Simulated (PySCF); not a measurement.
# Electron correlation in Ge (germanium, neutral)

[Ar] 3d10 4s2 4p1 4d1, one real determinant (an excited configuration). Calculation: PySCF 2.14, in aug-cc-pwCVTZ-PP with ECP10MDF (8s7p6d4f1g, 96 functions); scalar relativity through the core potential. Frozen: 3s2 3p6 3d10; 4 electrons correlated.

```tsv
level	correlation energy (mhartree)
CCSD	-72.29
(T)	-7.36
CCSD(T)	-79.65
```

Diagnostics: T1 = 0.045, D1 = 0.1254, largest double amplitude 0.334.

Question: Is a single reference adequate?

Answer: Not fully. The real determinant used has ⟨L²⟩ near 8 against 12 for a pure F term, so it mixes terms. The outer electron is Rydberg-like, and this basis confines it to a smaller radius and binds it less than a complete one would. T1 exceeds 0.03, a sign that the reference determinant is poor. A double-excitation amplitude exceeds 0.15, a sign of near-degeneracy.

The reference is one real determinant that mixes LS terms of this configuration.
